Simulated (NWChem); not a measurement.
## Atomisation of H₇NO₂Si₂

```xyz
12

N     -1.8498    -0.6298     0.0000
Si    -0.3462     0.2301     0.0000
O     -0.3139     1.1210    -1.4048
O     -0.3139     1.1210     1.4048
Si     1.6485    -0.9843     0.0000
H     -2.1318    -1.1371     0.8325
H     -2.1318    -1.1371    -0.8325
H     -1.1348     1.5701    -1.6335
H     -1.1348     1.5701     1.6335
H      1.7094    -1.8670    -1.2081
H      2.8529    -0.0987     0.0000
H      1.7094    -1.8670     1.2081
```
Charge 0, spin multiplicity 1.

All runs are NWChem calculations. Structure: optimised with PBE0/def2-SVP, with no frequency check, so it may be a saddle point. It is one conformer; others weren't searched.

Basis set: def2-SVP. The atomisation energy is electronic alone: no zero-point, thermal, spin-orbit or counterpoise terms. No value is extrapolated to the basis-set limit. Free atoms are single determinants with multiplicities N 4, Si 3, O 3, H 2. Correlated methods freeze the same cores in atoms and molecule, 13 orbitals in all.

B3LYP has NWChem's definition, with VWN1-RPA local correlation. The structure started from a generated list of species. No SCF solution was tested for a lower state. Open-shell Hartree-Fock references start from PBE0 orbitals.

Problem. Order these methods by the atomisation energy they give, lowest first: HF, PBE0, B3LYP, PBE, BHandHLYP, MP2.

Solution. HF (698.8 kcal/mol), MP2 (938.0 kcal/mol), BHandHLYP (956.5 kcal/mol), PBE0 (980.8 kcal/mol), B3LYP (985.6 kcal/mol), PBE (1000.8 kcal/mol)
